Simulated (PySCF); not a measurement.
## Selenium: a sound run and one with changed settings

Sound run: Se [Ar] 3d10 4s2 4p4, Se⁺ [Ar] 3d10 4s2 4p3. Calculation: PySCF 2.14, in cc-pVDZ-DK (5s4p2d, 27 functions); the spin-free X2C one-electron Hamiltonian (Gaussian nucleus). In the sound run the correlated levels freeze [Ar] 3d10. The sound run starts from symmetry-adapted Hartree-Fock orbitals and uses a fine grid where one is needed.

A second run was set up differently.

| species | method | sound run (hartree) | changed run (hartree) | converged |
| --- | --- | --- | --- | --- |
| Se | MP2 | -2428.03040 | -2427.99259 | yes |
| Se | CCSD(T) | -2428.04662 | -2428.00040 | yes |
| Se⁺ | MP2 | -2427.70305 | -2427.65997 | yes |
| Se⁺ | CCSD(T) | -2427.71835 | -2427.66435 | yes |

Ionisation energy of Se:

| method | sound run (eV) | changed run (eV) |
| --- | --- | --- |
| UHF | 8.504 | 8.504 |
| MP2 | 8.907 | 9.051 |
| SCS-MP2 | 8.927 | 9.167 |
| CCSD | 8.927 | 9.142 |
| CCSD(T) | 8.933 | 9.144 |

Q: What was changed?
A. a valence shell is frozen
B. basis contracted for another Hamiltonian
C. level shift left on
D. minimal basis

A: A. Freezing a valence shell removes pair correlation that changes on ionisation.
